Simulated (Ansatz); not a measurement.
Mulliken charges of CH4STe, SMILES `SC[TeH]` from ωB97M-V/def2-TZVPP in Ansatz (PBE0-D4/def2-TZVP geometry).

```csv
atom,x (Å),y (Å),z (Å),charge (e)
S1,-1.659,-0.671,0.521,-0.138
C2,-0.136,0.267,0.373,-0.383
Te3,1.413,-0.911,-0.556,0.072
H4,-1.878,-0.829,-0.795,0.117
H5,-0.280,1.183,-0.194,0.175
H6,0.170,0.510,1.389,0.178
H7,2.432,0.383,-0.783,-0.021
```

Question: By hand: the dipole of these point charges (1 e Å = 4.8032 D).

Answer: Σ q r = (0.093, 0.118, -0.118) e Å, of length 0.191 e Å = 0.92 D.

Question: How does the dipole of the full density compare? (An estimate is asked.)

Answer: The calculation gave: (0.038, 0.224, -0.078) e Å, 1.15 D; the point charges give 0.80 times that, at 31° from its direction.

Point charges leave out the atoms' own dipoles, such as those of lone pairs, and Mulliken's split depends on the basis, so the two needn't agree.
